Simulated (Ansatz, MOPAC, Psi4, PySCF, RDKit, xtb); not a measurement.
Pair of molecules: GeH4 (SMILES [GeH4]) (first 5 atoms) with C2H6O (SMILES COC); geometry from B3LYP-D3(BJ)/def2-TZVP, rigid monomers moved along the line of their centres of mass till Ge1···O7 is 5.65 Å.
(charge 0, multiplicity 1):
```xyz
14

Ge     0.275     0.005     0.668
H     -0.190    -1.429     0.947
H     -0.719     1.011     1.266
H      0.320     0.222    -0.858
H      1.678     0.243     1.239
C      0.125     0.858     6.833
O     -0.261    -0.381     6.279
C     -1.606    -0.704     6.560
H      0.034     0.851     7.927
H     -0.486     1.680     6.437
H      1.166     1.026     6.561
H     -1.778    -0.786     7.641
H     -1.814    -1.665     6.091
H     -2.291     0.050     6.152
```

```
level                            interaction energy (meV)  cost
-------------------------------  ------------------------  ----
UFF                                                  -8.6     -
GFN-FF                                               -8.5     -
AM1                                                   0.2     -
PM3                                                   3.0     -
PM6                                                  -1.9     -
PM7                                                  -3.9     -
GFN1-xTB                                            -29.1     -
GFN2-xTB                                             -7.9     -
HF/STO-3G (no counterpoise)                          -2.5     -
HF/3-21G (no counterpoise)                           -6.5     -
HF/6-31G*                                            -3.4     -
HF/6-31G* (no counterpoise)                          -5.3     -
HF/aug-cc-pVDZ                                       -4.0     -
PBE/def2-TZVPPD                                      -3.6    ×1
PBE-D3(BJ)/def2-TZVPPD                               -9.4    ×1
PBE-D4/def2-TZVPPD                                  -10.2    ×1
BP86/6-31G* (no counterpoise)                        -3.7     -
r2SCAN/def2-TZVPPD                                   -3.3    ×2
r2SCAN-D3(BJ)/def2-TZVPPD                            -8.5    ×2
r2SCAN-D4/def2-TZVPPD                                -8.6    ×2
B3LYP/3-21G (no counterpoise)                        -3.7     -
B3LYP/6-31G*                                         -1.6     -
B3LYP/6-31G* (no counterpoise)                       -4.5     -
B3LYP/def2-TZVPPD                                    -1.4    ×1
B3LYP-D3(BJ)/def2-TZVPPD                             -8.8    ×1
B3LYP-D4/def2-TZVPPD                                 -9.7    ×1
PBE0/def2-TZVPPD                                     -3.3    ×2
PBE0-D3(BJ)/def2-TZVPPD                              -9.6    ×2
PBE0-D4/def2-TZVPPD                                 -10.2    ×2
M06-2X/6-31G* (no counterpoise)                      -6.0     -
wB97X-V/def2-TZVPPD                                  -8.5    ×3
wB97M-V/def2-TZVPPD                                  -9.1    ×4
MP2/6-31G*                                           -5.2     -
MP2/6-31G* (no counterpoise)                         -8.1     -
MP2/aug-cc-pVDZ                                      -9.0    ×1
SCS-MP2/aug-cc-pVDZ                                  -7.9     -
SAPT0/aug-cc-pVDZ                                    -9.5     -
```

The rows run from -29.1 (GFN1-xTB) to 3.0 meV (PM3). The dispersion term adds -5.9 in PBE-D3(BJ), -6.6 in PBE-D4, -5.2 in r2SCAN-D3(BJ). The 6 functionals in def2-TZVPPD without D3 or D4 span 7.7, from wB97M-V to B3LYP.

Monomers are frozen at their geometry in the pair; levels with a basis set take the counterpoise correction. Rows marked so take none. RDKit's UFF carries no charges.

Correlated levels freeze the cores. Filled d and f shells under p-block atoms count as core. Rows in 3-21G, 6-31G*, STO-3G carry no dispersion term and start afresh at each structure (6-31G* with six Cartesian d functions); the Pople sets are all-electron and without relativity. MP2/6-31G* freezes PySCF's default core, which leaves 3d correlated. The state reached by AM1, PM3, PM6, PM7 isn't checked; PM7 holds dispersion and hydrogen-bond terms.

Programs: Ansatz (a program for electronic structure) with Gaussian orbitals; MOPAC for AM1, PM3, PM6, PM7 (differences of heats of formation); Psi4 for SAPT; PySCF for 3-21G rows, 6-31G* rows, STO-3G rows, the dispersion terms; RDKit for the force fields; xtb for the GFN methods. Values without a source in brackets are computed.

Costs are rough ratios of core time to PBE/def2-TZVPPD (about 25 s over the structures, on one shared machine); a dash marks a level with no comparable run of its own.
